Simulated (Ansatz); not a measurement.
Frontier orbitals of `FC([SiH3])([SiH3])Cl`.

Z-matrix (Å, degrees):
```
C
Si 1 1.908
Si 1 1.908 2 116.8
F 1 1.386 2 108.9 3 123.9
Cl 1 1.796 2 106.8 3 -119.5
H 2 1.483 1 107.8 3 56.5
H 2 1.485 1 108.3 3 -62.5
H 2 1.481 1 108.5 3 177.2
H 3 1.483 1 107.8 2 -56.5
H 3 1.485 1 108.3 2 62.5
H 3 1.481 1 108.5 2 -177.2
```

Total charge 0; spin multiplicity 1. Geometry: relaxed with PBE0-D4/def2-TZVP. Basis def2-TZVPP, Ansatz 0.2.0.

| functional | HOMO (eV) | LUMO (eV) | gap (eV) |
| --- | --- | --- | --- |
| PBE | -6.60 | -1.36 | 5.24 |
| PBE0 | -7.94 | -0.42 | 7.52 |
| ωB97M-V | -10.16 | 1.40 | 11.56 |

Against PBE, PBE0 changes HOMO and LUMO by −1.34 and +0.95 eV, ωB97M-V by −3.56 and +2.76 eV. A gap of 5.24 eV thus becomes 11.56 eV for the same molecule, so an orbital gap means little without its functional. A positive LUMO is unbound and depends on the basis.
